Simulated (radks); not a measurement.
The numbers below are computed, except where a source is named.
Species: Os III. Configuration: [Kr] 4d10 4f14 5s1 5p6 5d6 6p1 (not the ground configuration). Code: a radial shooting solver on a logarithmic mesh with Libxc functionals. Model: Dirac Kohn-Sham, exchange-only PBE, spin-unpolarised, spherical densities, finite nucleus; open shells fill j = l - 1/2 first; Fermi nuclear charge, rms radius 5.4126 fm.

X-ray form factor f0, the Fourier transform of the density (f0(0) = 74):

sin(theta)/lambda (1/angstrom),f0 (electrons)
0.05,73.121
0.1,70.773
0.15,67.561
0.2,63.999
0.25,60.388
0.3,56.885
0.4,50.482
0.5,44.996
0.6,40.314
0.8,32.684
1,26.763
1.25,21.443
1.5,18.033
2,14.241
